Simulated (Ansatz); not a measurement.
System: sum formula BPH₃ (charge 0, doublet). It need not be the lowest isomer of its formula. 
Geometry from a B3LYP-D3(BJ)/def2-TZVP (Ansatz, a quantum-chemistry and plane-wave program) optimisation:
```xyz
5

B      0.0943    -0.3580    -1.2104
H     -0.6078     0.0790    -2.0676
H      0.8731    -1.2208    -1.4761
P     -0.1324     0.1823     0.5783
H      1.2493     0.1979     0.9212
```
Charge 0, spin multiplicity 2.

Parts of the frozen-core correlation energy in cc-pV(D+d)Z (Ansatz, hartree). Frozen orbitals: 6; correlated occupied orbitals by spin: 6 and 5; virtual: 40 and 41. Open shells are spin-unrestricted. No spin-orbit coupling. Non-relativistic.

| term | value |
|---|---|
| reference (HF) | -367.12576 |
| MP2 opposite-spin | -0.15039 |
| MP2 same-spin | -0.03441 |
| CCSD correlation | -0.22485 |
| (T) | -0.00626 |
| CCSDT minus CCSD(T) | -0.00118 |
| T1 diagnostic | 0.020 |
| largest doubles amplitude | 0.030 |
| <S^2> of the reference | 0.763 |
